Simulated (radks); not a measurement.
Q: Species: S10.9+. Configuration: 1s(up 1, down 0.1) 2s2 2p2 (fractional occupations, a model configuration). All-electron calculation, scalar-relativistic Kohn-Sham, r2SCAN, spin-polarised, spherical densities, finite nucleus; open shells are filled with parallel spins first; meta-GGA in the generalised Kohn-Sham scheme; Fermi nuclear charge, rms radius 3.2611 fm. Program: a radial shooting solver on a logarithmic mesh with Libxc functionals. Some entries of the table are withheld. Estimate them.

| orbital | occ. | eigenvalue (hartree) | r(max) (bohr) | <r^2> (bohr^2) |
|---|---|---|---|---|
| 1s up | 1 | -111.5232 | 0.06236 | 0.01197 |
| 1s down | 0.1 | -107.8185 | 0.06261 | 0.01216 |
| 2s up | 1 | -21.76101 | 0.3489 | 0.1962 |
| 2s down | 1 | -21.03903 | 0.3546 | 0.2038 |
| 2p up | 2 | (1) | (2) | 0.1520 |
| 2p down | 0 | (3) | (4) | 0.1633 |

A: 
(1) 2p up eigenvalue (hartree): -20.42321
(2) 2p up r(max) (bohr): 0.2777
(3) 2p down eigenvalue (hartree): -19.40882
(4) 2p down r(max) (bohr): 0.2890
